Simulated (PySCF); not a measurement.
SbS, PBE0: how much the basis matters

PySCF, UKS reference; doublet, unpaired electrons π ↑; De to Sb + S without counterpoise correction.

| basis | relativity | functions | Re (Å) | ωe (cm⁻¹) | De (eV) | μ (D) |
| --- | --- | --- | --- | --- | --- | --- |
| def2-SVP | scalar-relativistic core potentials | 44 | 2.227 | 504 | 3.31 | -2.42 |
| cc-pVDZ-PP/cc-pV(D+d)Z | scalar-relativistic core potentials | 46 | 2.221 | 505 | 3.33 | -2.51 |
| def2-SVPD | scalar-relativistic core potentials | 59 | 2.233 | 498 | 3.36 | -2.57 |
| cc-pVTZ-PP/cc-pV(T+d)Z | scalar-relativistic core potentials | 78 | 2.207 | 513 | 3.50 | -2.38 |
| x2c-TZVPPall | spin-free X2C | 102 | 2.204 | 514 | 3.53 | -2.39 |

(1) How does each smaller set differ from the one with most functions, x2c-TZVPPall?

A positive dipole means Sb(−)S(+). These are scalar-relativistic numbers at best; spin–orbit coupling would shift them, the dissociation energy most. The state was picked by a PBE0 search and need not be the measured ground state.

Results:

(1) def2-SVP: +2.3 pm, -1.9 % in ωe, -0.22 eV in De; cc-pVDZ-PP/cc-pV(D+d)Z: +1.7 pm, -1.8 % in ωe, -0.20 eV in De; def2-SVPD: +2.9 pm, -3.1 % in ωe, -0.17 eV in De; cc-pVTZ-PP/cc-pV(T+d)Z: +0.3 pm, -0.2 % in ωe, -0.03 eV in De. All at PBE0; the set with most functions is neither the basis-set limit nor always the best. The rows treat relativity differently, so the differences are not basis effects alone.
